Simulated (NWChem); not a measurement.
Everything below was run with NWChem. System: CdTe, charge 1, spin multiplicity 2, at the geometry of a parent with another charge or spin, in a state set for the comparison that need not be this species' ground state. Its SCF solution wasn't tested for a lower state. Level: B3LYP/x2c-SVPall-2c, spin-orbit ZORA, VWN1-RPA local correlation.

NWChem printed:

```
             Northwest Computational Chemistry Package (NWChem) 7.3.0
             --------------------------------------------------------

                                NWChem Input Module
                                -------------------

 Scaling coordinates for geometry "geometry" by  1.889725989
 (inverse scale =  0.529177249)

                             Geometry "geometry" -> ""
                             -------------------------

 Output coordinates in angstroms (scale by  1.889725989 to convert to a.u.)

  No.       Tag          Charge          X              Y              Z
 ---- ---------------- ---------- -------------- -------------- --------------
    1 Cd                  48.0000     0.00000000     0.00000000     1.34753300
    2 Te                  52.0000     0.00000000     0.00000000    -1.24387600

 Effective nuclear repulsion energy (a.u.)     509.6943066506

            Nuclear Dipole moment (a.u.)
            ----------------------------
        X                 Y               Z
 ---------------- ---------------- ----------------
     0.0000000000     0.0000000000     0.0000604712


 Summary of "ao basis" -> "" (spherical)
 ------------------------------------------------------------------------------
       Tag                 Description            Shells   Functions and Types
 ---------------- ------------------------------  ------  ---------------------
 *                       x2c-svpall-2c                on all atoms

                                 NWChem DFT Module
                                 -----------------

 Summary of "ao basis" -> "ao basis" (spherical)
 ------------------------------------------------------------------------------
       Tag                 Description            Shells   Functions and Types
 ---------------- ------------------------------  ------  ---------------------
 Cd                      x2c-svpall-2c              22       70   6s9p6d1f
 Te                      x2c-svpall-2c              18       50   6s8p4d

 Summary of "ao basis" -> "ao basis" (spherical)
 ------------------------------------------------------------------------------
       Tag                 Description            Shells   Functions and Types
 ---------------- ------------------------------  ------  ---------------------
 Cd                      x2c-svpall-2c              22       70   6s9p6d1f
 Te                      x2c-svpall-2c              18       50   6s8p4d
[...]
   125    -0.627975  -0.380401  1 Cd s                214     0.402487   0.243810  2 Te pz
   124     0.296858   0.179824  1 Cd s                211     0.277422   0.168051  2 Te pz
   205    -0.254950  -0.154438  2 Te pz               144    -0.237426  -0.143823  1 Cd pz
   135     0.190625   0.115473  1 Cd pz               126    -0.130055  -0.078782  1 Cd s
   202     0.097901   0.059304  2 Te pz               123    -0.078218  -0.047381  1 Cd s

   alpha - beta orbital overlaps
   -----------------------------

   alpha      1      2      3      4      5      6      7      8      9     10
    beta      1      2      3      4      5      5      7      8      9     10
 overlap   1.164  1.492  1.676  1.495  0.631  0.008  1.235  1.235  1.235  1.273

   alpha     11     12     13     14     15     16     17     18     19     20
    beta     11     12     13     14     15     13     14     15     10     11
 overlap   1.273  1.271  1.146  1.146  1.151  0.005  0.005  0.004  0.032  0.032

   alpha     21     22     23     24     25     26     27     28     29     30
    beta     12     92     93      5     92     93     75     13     14     15
 overlap   0.033  0.028  0.028  0.096  0.008  0.008  0.014  0.038  0.038  0.037

   alpha     31     32     33     34     35     36     37     38     39     40
    beta     13     14     15     34     35     36     37     38     44     45
 overlap   0.071  0.071  0.069  1.020  1.019  1.019  1.019  1.020  0.234  0.231

   alpha     41     42     43     44     45     46     47     48     49     50
    beta     46     47     48     44     45     46     47     48     44     45
 overlap   0.229  0.231  0.234  0.263  0.260  0.257  0.260  0.263  0.143  0.145

   alpha     51     52     53     54     55     56     57     58     59     60
    beta     46     47     48     44     45      5     47     48     34     35
 overlap   0.146  0.145  0.143  0.011  0.009  0.021  0.009  0.011  0.006  0.006

   alpha     61     62     63     64     65     66     67     68     69     70
    beta     36     37     38     13     44     45      5     47     48     14
 overlap   0.006  0.006  0.006  0.000  0.001  0.001  0.002  0.001  0.001  0.000

   alpha     71     72     73     74     75     76     77     78     79     80
    beta     71     72     73     74     75     75     77     78     79     80
 overlap   1.169  1.522  1.811  1.983  1.043  0.211  1.292  1.292  1.293  1.557

   alpha     81     82     83     84     85     86     87     88     89     90
    beta     81     82     83     84     85     77     78     79     92     93
 overlap   1.557  1.563  1.294  1.294  1.297  0.021  0.021  0.021  0.135  0.135

   alpha     91     92     93     94     95     96     97     98     99    100
    beta      5     92     93      5     83     84     85     83     84     85
 overlap   0.277  0.165  0.165  0.232  0.037  0.037  0.035  0.069  0.069  0.066

   alpha    101    102    103    104    105    106    107    108    109    110
    beta    101    102    103    104    105    106    107    108    109    110
 overlap   1.145  1.145  1.145  1.145  1.145  1.122  1.122  1.125  1.122  1.122

   alpha    111    112    113    114    115    116    117    118    119    120
    beta    106    107      5    109    110    106    107    108    109    110
 overlap   0.026  0.025  0.023  0.025  0.026  0.017  0.016  0.016  0.016  0.017

     --------------------------
     Expectation value of S2:
     --------------------------
      <S2> =      0.8400 (Exact =     0.7500)

     Multipole analysis of the density
     ---------------------------------

     L   x y z        total         alpha         beta         nuclear
     -   - - -        -----         -----         ----         -------
     0   0 0 0      1.000000    -50.042252    -48.957748    100.000000

     1   1 0 0     -0.000000     -0.000000     -0.000000      0.000000
     1   0 1 0     -0.000000     -0.000000     -0.000000      0.000000
     1   0 0 1      1.422559      1.853521     -0.431022      0.000060

     2   2 0 0    -33.231412    -18.281811    -14.949601      0.000000
     2   1 1 0      0.000654     -0.000058      0.000712      0.000000
     2   1 0 1     -0.000000     -0.000000     -0.000000      0.000000
     2   0 2 0    -33.231773    -18.281779    -14.949994      0.000000
     2   0 1 1     -0.000000     -0.000000     -0.000000      0.000000
     2   0 0 2    -20.174166   -312.981141   -305.761966    598.568941

 Task  times  cpu:       43.4s     wall:       43.4s

 Total times  cpu:       43.5s     wall:       43.5s
```

Task: Write an NWChem input that would produce this output.

Result: This is not unique; one that fits is 
```
start mol
memory heap 200 mb stack 900 mb global 1100 mb
charge 1
geometry units angstroms nocenter noautoz noautosym
  Cd     0.000000     0.000000     1.347533
  Te     0.000000     0.000000    -1.243876
end
basis spherical
  * library x2c-svpall-2c
end
relativistic
  zora on
end
dft
  xc b3lyp
  odft
  mult 2
  semidirect memsize 60000000 filesize 0
  iterations 100
  grid fine
end
task sodft energy
```
